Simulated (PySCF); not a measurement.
Nuclear quadrupole coupling in `[SiH3][SiH2]O[SiH2]C1CCC1`

Species: C4H14OSi3.
SMILES with atom numbers: `[SiH3:1][SiH2:2][O:3][SiH2:4][CH:5]1[CH2:6][CH2:7][CH2:8]1` (hydrogens: H9, H10, H11 on Si1; H12, H13 on Si2; H14, H15 on Si4; H16 on C5; H17, H18 on C6; H19, H20 on C7; H21, H22 on C8)

Cartesian coordinates in Å at the PBE0-D3(BJ)/def2-SVP level; atoms count from 1:
```
atom  x, y, z in Å
Si1    3.0874    0.9273   -1.0731
Si2    2.1591   -1.2263   -1.2407
O3     1.4204   -1.6628    0.1829
Si4    0.3279   -1.0701    1.2928
C5    -1.2802   -0.6169    0.4512
C6    -2.3655    0.1307    1.2704
C7    -2.6316    1.0232    0.0441
C8    -1.2762    0.5812   -0.5367
H9     4.0834    0.9881    0.0412
H10    2.0198    1.9422   -0.8081
H11    3.7749    1.2863   -2.3535
H12    1.1719   -1.2498   -2.3678
H13    3.2287   -2.2239   -1.5396
H14    0.1392   -2.1139    2.3420
H15    0.8937    0.1686    1.9215
H16   -1.7112   -1.5092   -0.0340
H17   -3.2007   -0.4666    1.6653
H18   -1.9329    0.7055    2.1066
H19   -2.7914    2.0987    0.2157
H20   -3.4704    0.6401   -0.5573
H21   -0.4774    1.3064   -0.3068
H22   -1.2255    0.3491   -1.6112
```

Field gradients from the PBE0/pcSseg-1 density (PySCF, non-relativistic), principal values in atomic units, ordered |Vxx| ≤ |Vyy| ≤ |Vzz|:

```tsv
atom	Vxx	Vyy	Vzz
O3	-0.4134	-0.7092	1.1226
```

Find the asymmetry η = (Vxx − Vyy)/Vzz and the couplings χ = eQV/h (234.96 MHz × Q in barn × V in au), with Q(17O) = −0.0256 b.

```json
{"atom": "O3", "environment": "siloxane oxygen", "nucleus": "17O", "η": "0.26", "χzz (MHz)": "-6.75", "χxx (MHz)": "2.49", "χyy (MHz)": "4.27"}
```

What is Vzz at O3 in SI units (1 au = 9.71736 × 10²¹ V/m²)?

1.1226 au = 10.908 × 10²¹ V/m².

And the gradient at the other heavy atoms, for which no coupling is worked out here?

```tsv
atom	environment	Vzz (au)	η
Si1	SiH3 silicon	-0.053	0.39
Si2	oxygen-bound silicon	0.502	0.15
Si4	oxygen-bound silicon	0.575	0.26
C5	sp3 carbon bound to silicon	-0.125	0.32
C6	four-membered-ring carbon	-0.071	0.98
C7	four-membered-ring carbon	-0.066	0.47
C8	four-membered-ring carbon	-0.070	0.95
```

Were the hydrogens deuterons (Q(2H) = 0.00286 b), χzz would run from 90 kHz (H15 and H12) to 197 kHz (H17, H22 and H19).

Geometry: PBE0-D3(BJ)/def2-SVP, one conformer, isolated molecule. With a basis this small, the couplings can be 20 % off.

These values come from a run that also computed NMR shieldings. Hardware: one thread of an Arm Neoverse N1, no GPU (shared host). Cost: 1.7 min (with the writing of density and orbital grids), 1.1 GiB resident at most.
